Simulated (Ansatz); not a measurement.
Wavefunction ladder for AlB2H8NSi

```xyz
13

B    -1.165   -0.497   -0.239
B    -0.189   -0.640    1.063
Si   -1.046    0.897    1.692
Al    0.872    0.397   -0.593
N     1.932   -0.664   -1.523
H    -1.733   -1.441   -0.706
H    -1.278    0.515   -0.925
H     0.087   -1.610    1.691
H    -1.235    2.162    0.945
H    -1.838    0.952    2.951
H     1.041    1.961   -0.720
H     1.885   -1.670   -1.495
H     2.669   -0.362   -2.140
```

The species carries charge 0 and has multiplicity 1. The bonds changed during the relaxation, so this is another structure than the one it started from. The geometry is a stationary point of PBE0-D4/def2-TZVP. It is one conformer, not always the lowest. Frozen core, restricted reference, Ansatz 0.2.0. CBS rows extrapolate triple and quadruple zeta; past MP2 they add the triple-zeta difference.

```tsv
basis	HF (Eh)	MP2 corr.
def2-SVP	-639.02904	-0.54138
def2-TZVPP	-639.33934	-0.66202
def2-QZVPP	-639.36066	-0.70496
```

**Question.** Estimate the CCSD correlation energy and the (T) correction in each basis where they were run (hartree).

**Answer.** 
| basis | CCSD corr. | (T) |
| --- | --- | --- |
| def2-SVP | -0.60363 | -0.02179 |
| def2-TZVPP | -0.71698 | -0.03226 |
| CBS(def2) | -0.79173 | as TZ |
